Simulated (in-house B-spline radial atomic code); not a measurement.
Computed with a B-spline radial atomic code. Model: two electrons, singlet ground state, non-relativistic, full CI in B-splines with partial waves to l = 8 (at full coupling up to 3e-4 hartree above the limit, correlation up to 0.6 % small), density held at that of full coupling by Lieb maximisation.

Along the adiabatic connection the electron repulsion is scaled by a coupling λ while a local potential keeps the density fixed. At λ = 0 the system is the Kohn-Sham one and W equals the exchange energy; the exchange-correlation energy is the area under W between 0 and 1. The kinetic energy rises with λ as the electrons avoid each other, with dT/dλ = −λ dW/dλ.

Command:
```bash
python run_ac.py task.json out
```
Settings (lengths in bohr, energies in hartree):
```
potential              coulomb
strength               3
lmax                   8
wall_radius            1
```

Cost of the run: 1.6 s on 1 thread of Intel(R) Xeon(R) Processor @ 2.30GHz (shared host).

**W = mean repulsion less Hartree energy, and W of three functionals.**

Given: confinement point charge; nuclear charge 3; hard wall radius 1 bohr; external potential -Z/r.

Computed: LDA exchange minus exact 330.82 millihartree; SCAN exchange minus exact 8.5495 millihartree.

```
coupling  W xc (hartree)  W xc minus exchange (millihartree)  kinetic minus Kohn-Sham (millihartree)  LDA (PW92) W minus its exchange (millihartree)  PBE W minus its exchange (millihartree)  SCAN W minus its exchange (millihartree)
       0         -2.2682                                   0                                       0                                               0                                        0                                         0
    0.02               ?                                   ?                                       ?                                               ?                                        ?                                         ?
    0.05         -2.2729                              -4.671                                     0.1                                          -29.27                                    -5.94                                     -4.72
    0.12         -2.2793                             -11.127                                     0.7                                          -57.81                                   -14.26                                    -11.16
    0.25         -2.2911                             -22.869                                     2.8                                          -99.55                                   -29.51                                    -22.75
     0.4         -2.3042                             -36.031                                     7.1                                         -138.81                                   -46.65                                    -35.62
     0.6         -2.3212                             -52.966                                    15.6                                         -182.86                                   -68.62                                    -52.08
     0.8               ?                                   ?                                       ?                                               ?                                        ?                                         ?
       1         -2.3531                             -84.865                                      41                                         -254.46                                  -109.65                                     -82.9
     1.4         -2.3826                             -114.37                                    76.3                                         -312.74                                  -147.11                                   -111.35
       2         -2.4229                             -154.66                                   144.6                                         -384.82                                   -197.6                                   -150.27
       3         -2.4811                             -212.91                                   289.4                                         -479.59                                  -269.61                                      -207
     4.5         -2.5523                             -284.12                                   554.3                                         -586.61                                  -356.84                                   -277.54
       7         -2.6413                             -373.07                                  1059.5                                         -713.51                                  -466.23                                   -368.08
      10         -2.7172                             -448.95                                    1698                                         -819.89                                  -561.49                                   -447.64
```

Q: What belongs in the row 0.02?

A: W xc (hartree): -2.2701; W xc minus exchange (millihartree): -1.874; kinetic minus Kohn-Sham (millihartree): 0; LDA (PW92) W minus its exchange (millihartree): -13.93; PBE W minus its exchange (millihartree): -2.37; SCAN W minus its exchange (millihartree): -1.9.

Q: What belongs in the row 0.8?

A: W xc (hartree): -2.3374; W xc minus exchange (millihartree): -69.232; kinetic minus Kohn-Sham (millihartree): 26.9; LDA (PW92) W minus its exchange (millihartree): -220.8; PBE W minus its exchange (millihartree): -89.61; SCAN W minus its exchange (millihartree): -67.81.

Q: What is the PBE exchange minus exact?

A: 85.541 millihartree.

**Energy parts, natural occupations and partial-wave weights.**

Computed: total energy -5.3622 hartree; exchange energy -2.2682 hartree; correlation energy -0.043878 hartree; initial slope twice GL2 -0.093882 hartree; kinetic part over minus potential part 0.48297; Kohn-Sham kinetic 13.037 hartree; Lieb Oxford ratio E_xc over LDA exchange 1.1934.

```
natural  occupation of the shell (electrons)
      s                               1.9965
      p                                    ?
      s                           0.00047408
      d                           0.00013735
      p                           4.7111e-05
      f                           1.8368e-05
```

Q: What belongs in the row p?

A: occupation of the shell (electrons): 0.0027516.

```json
{"wave": "s", "weight": "0.99851"}
{"wave": "p", "weight": "?"}
{"wave": "d", "weight": "7.3372e-05"}
{"wave": "f", "weight": "1.0305e-05"}
{"wave": "g", "weight": "2.4373e-06"}
```

Q: What belongs in the row p?

A: weight: 0.0014009.

Q: What is the kinetic part of the DFT correlation energy?

A: 0.040987 hartree.

Q: What is the Hartree energy?

A: 4.5364 hartree.

Half-way to full coupling W has made 52 % of its drop, against 50 % for a straight line, and second-order (GL2) theory, half the initial slope, overshoots the correlation energy by about 7 %: correlation is weak here. Over couplings 0 to 1 the errors in E_xc come to about +223 millihartree for LDA, +73 millihartree for PBE, +9.3 millihartree for SCAN, so SCAN is nearest. In LDA and PBE the errors of exchange and correlation have opposite signs, so the sum is smaller than the larger of the two.
